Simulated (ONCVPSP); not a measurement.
revPBE ONCV dataset for Hf, scalar-relativistic all-electron reference.

- Element: hafnium
- Generator: ONCVPSP 4.0.1
- Type: optimised norm-conserving Vanderbilt (ONCV)
- Functional: revPBE
- Relativity: scalar-relativistic
- Frozen core: [Kr] 4d10 4f14
- Valence charge: 12
- Reference configuration: 5s2 5p6 5d2 6s1 (charge +1)
- Partial waves: 5s+6s: rc 2.15 bohr, ncon 4, nbas 8, qcut 4.3 1/bohr, 2 projectors; 5p: rc 1.40 bohr, ncon 4, nbas 6, qcut 5.4 1/bohr, 2 projectors, debl 2 Ha; 5d: rc 2.55 bohr, ncon 4, nbas 9, qcut 7.1 1/bohr, 2 projectors, debl 1.9 Ha
- Local potential: polynomial inside 1.10 bohr (lpopt 5, dvloc0 4 Ha)
- Core correction: Teter function, parameters optimised by the program

All-electron outer shells of the reference configuration (revPBE, scalar-relativistic, ld1.x):

```
shell  level (eV)  outermost node (bohr)  outermost maximum (bohr)
   5s      -73.90                   0.55                      1.01
   5p      -42.47                   0.60                      1.16
   4f      -23.71                      –                      0.45
   6s      -10.87                   1.36                      2.78
   5d       -9.12                   0.67                      1.67
```

Q: Does the generator finish with these settings?

A: No. ONCVPSP 4.0.1 stopped with "test_data: must have ncon+3 <= nbas <= ncon+5, l= 1": the input breaks a rule of the program on the basis size: nbas must lie between ncon + 3 and ncon + 5.
